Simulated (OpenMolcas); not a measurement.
# Ni III: the spin-orbit constant, Racah parameters, worked from levels

```
Program             : OpenMolcas
Basis               : ANO-RCC-VQZP [7s6p4d3f2g1h]
Scalar Hamiltonian  : DKH2, point nucleus
Active space        : 8 electrons in 10 orbitals (3d 4d)
State averaging     : 2S+1 = 3 even, 10 roots; 2S+1 = 1 even, 15 roots
Spin-orbit coupling : state interaction with AMFI integrals over the reference wave functions, term energies averaged over their components
```

Methods: CASSCF; SS-CASPT2, IPEA 0.25 Eh, imaginary shift 0.1 Eh (closed shells correlated: 3s 3p). Measured levels: Corliss and Sugar, J. Phys. Chem. Ref. Data 10, 197 (1981).

**The spin-orbit constant.** For the Hund term 3F of d8, E(J) = (A/2) J(J+1) + constant and ζ = -2S·A = -2A. From J = 2 to J = 4 the energy changes by 7 A.

| Source | E(4) - E(2) | A | ζ |
| --- | --- | --- | --- |
| CASSCF | -2283.8 | -326.3 | 653 |
| SS-CASPT2 | -2265.6 | -323.7 | 647 |
| measured | -2269.6 | -324.2 | 648 |

All in cm-1. SS-CASPT2 is off by -0.2 % and CASSCF by +0.6 %. Both methods take the spin-orbit matrix elements from the reference wave functions, so the second can move ζ only through the term energies and any multistate remixing. Second-order mixing with other terms is absorbed into this ζ.

**Racah parameters.** Above 3F, d8 has 3P at 15B, 1G at 12B + 2C and 1D at 5B + 2C. The first two fix B and C, and the third tests them; where it misses by thousands of cm-1, two parameters do not describe the configuration (Trees and configuration-interaction terms are left out) and B and C hang on the terms chosen. Term energies are centres of gravity, weighted by 2J + 1.

```
   Source     3P     1G     B     C   C/B  1D from B, C  1D found
   CASSCF  19025  24798  1268  4789  3.78         15918     15811
SS-CASPT2  16015  22336  1068  4762  4.46         14864     12717
 measured  15836  22115  1056  4723  4.47         14726     13038
```

Energies in cm-1. From CASSCF to SS-CASPT2, B changes by -15.8 % and C by -0.6 %. Against the measured terms, SS-CASPT2 has B off by +1.1 % and C by +0.8 %.

CASPT2 breaks the degeneracy within a term, and the mean is taken; among the terms shown or strongly mixed into the levels shown the widest spread is 610 cm-1 (3d8 1G, SS-CASPT2). Active for correlation alone: 4d; no level in the range computed is led by a configuration that fills it, so any true level of that kind is missing. Without dynamic correlation excited terms often stand tens of per cent too high (terms of higher spin than the ground term too low), and those without a measured partner can miss by more than the paired ones (holds for CASSCF). Computed and measured levels are paired by configuration, term and J; levels that our copy of the source lacks, or whose pairing is in doubt (as where it misses far off the trend of its configuration), stay unpaired and out of the deviations. Levels of configurations outside the active space are missing.
